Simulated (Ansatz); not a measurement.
Consider the ligand exchange at the Si–N bond: `N[Si](F)(F)F` + `O[Si](Cl)(Cl)Cl` → `F[Si](F)(F)O[Si](Cl)(Cl)Cl` + NH₃.

Program: Ansatz. Geometries: PBE0-D4/def2-TZVP. ΔE: electronic, gas phase. CCSD(T)/CBS adds triple-zeta CCSD(T) − MP2 to the extrapolated MP2 energy (def2 sets, frozen cores). This one scheme is used for every species. Functionals use def2-TZVPP. B3LYP here is the variant with VWN-RPA as its local correlation; programs differ in this. HSE06 is defined as in plane-wave codes. Each species was taken in one conformer, which may not be the lowest.

| level | ΔE (kJ/mol) | difference from CCSD(T)/CBS |
| --- | --- | --- |
| LDA (SPW92) | -34.3 | 17.9 |
| revPBE-D4 | -46.1 | 6.1 |
| r2SCAN-D4 | -48.9 | 3.3 |
| B97M-V | -54.0 | -1.8 |
| B3LYP-D4 | -54.8 | -2.6 |
| HSE06-D4 | -46.9 | 5.3 |
| CAM-B3LYP-D4 | -52.4 | -0.2 |
| ωB97X-V | -47.3 | 4.9 |
| PBE0 | -40.7 | 11.5 |
| CAM-B3LYP | -45.2 | 7.0 |
| MP2/def2-SVP | -45.6 | 6.6 |
| HF/def2-TZVPP | -56.8 | -4.6 |
| SCS-MP2/def2-TZVPP | -53.1 | -0.9 |
| CCSD/def2-TZVPP | -53.5 | -1.3 |
| HF/def2-QZVPP | -59.4 | -7.2 |
| MP2/def2-QZVPP | -51.8 | 0.4 |
| CCSD(T)/CBS | -52.2 | 0 |

Largest T1 diagnostic among the species: 0.011.

The D4 term adds −9.9 kJ/mol with B3LYP and −6.4 kJ/mol with PBE0; it sums over pairs of atoms, weighted by their polarisabilities, and B3LYP, whose exchange is more repulsive, gets the larger term. In def2-TZVPP, CCSD(T) changes the Hartree–Fock value by +3.8 kJ/mol (the triples alone add +0.6 kJ/mol) and MP2 by +5.4 kJ/mol. From PBE to PBE0 (25 % exact exchange), in def2-TZVPP and without D4, ΔE moves by −3.5 kJ/mol.
